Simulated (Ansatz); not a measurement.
The same atomization along the group B, Al, In.

Gas-phase electronic energies from Ansatz, PBE0-D4/def2-TZVP geometries. CCSD(T)/CBS adds triple-zeta CCSD(T) − MP2 to the extrapolated MP2 energy (def2 sets, frozen cores). This one scheme is used for every species, atoms too. Open shells (•) are unrestricted, without spin–orbit coupling. Spin–orbit coupling would lower the free atoms: a little for Al, B, C, O; strongly for In. def2 core potentials past Kr. Bonds to In are less sure, by a few kJ/mol each and by 10 to 20 or more in all where they break to atoms, as the def2 sets lack core-valence functions. One conformer a species, not always the lowest.

Task: Order these by ΔE at CCSD(T)/CBS, lowest first. (An estimate is asked.)
A. `C[NH][AlH][OH]` → C• + 6 H• + Al• + N• + O•
B. `CNBO` → C• + 6 H• + B• + N• + O•
C. `C[NH][InH][OH]` → C• + 6 H• + In• + N• + O•

Result: C (+33.75 eV), A (+37.23 eV), B (+40.44 eV).

Largest T1 diagnostic: 0.018, for Al•.

For atomizations the MP2-based limit and the directly extrapolated one differ by several kJ/mol either way, and by 10 to 25 for some Ge, Se and Sn compounds, so smaller differences from it don't rank the levels.
